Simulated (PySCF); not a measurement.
System: CH₈ClOSi₂, charge 1, multiplicity 1. It need not be the lowest isomer of its formula. SMILES: C[Si@H](Cl)[OH+][SiH3]
Coordinates optimised at B3LYP-D3(BJ)/def2-TZVP (Ansatz):
```xyz
13

Si     0.7401     0.2083    -0.7453
C      1.7782    -1.1612    -0.1096
Cl     0.7400     1.8674     0.4020
O     -0.9575    -0.4029    -0.6495
Si    -1.8125    -1.1835     0.7183
H      0.7939     0.5283    -2.1743
H      1.6375    -2.0675    -0.7020
H      2.8285    -0.8681    -0.1831
H      1.5741    -1.3771     0.9404
H     -3.1517    -0.5916     0.6375
H     -0.9967    -0.7575     1.8587
H     -1.7480    -2.6181     0.4216
H     -1.5144    -0.1494    -1.4029
```
Charge +1, spin multiplicity 1.

Dispersion corrections to the total energy (kcal/mol) from the dftd3 and dftd4 libraries through PySCF: D3(BJ) without and D4 with the three-body term, each with the damping fitted for the functional named.

```csv
functional,D3(BJ),D4
PBE,-7.82,-7.00
HF,___,-22.57
PBE0,-7.11,-6.01
TPSS,-10.16,-9.44
BP86,-13.60,___
B2PLYP,-6.92,-4.93
TPSSh,-9.51,___
```

Question: Some entries are withheld; supply them.

Answer: 
- HF, D3(BJ): -54.52
- BP86, D4: -9.76
- TPSSh, D4: -8.60
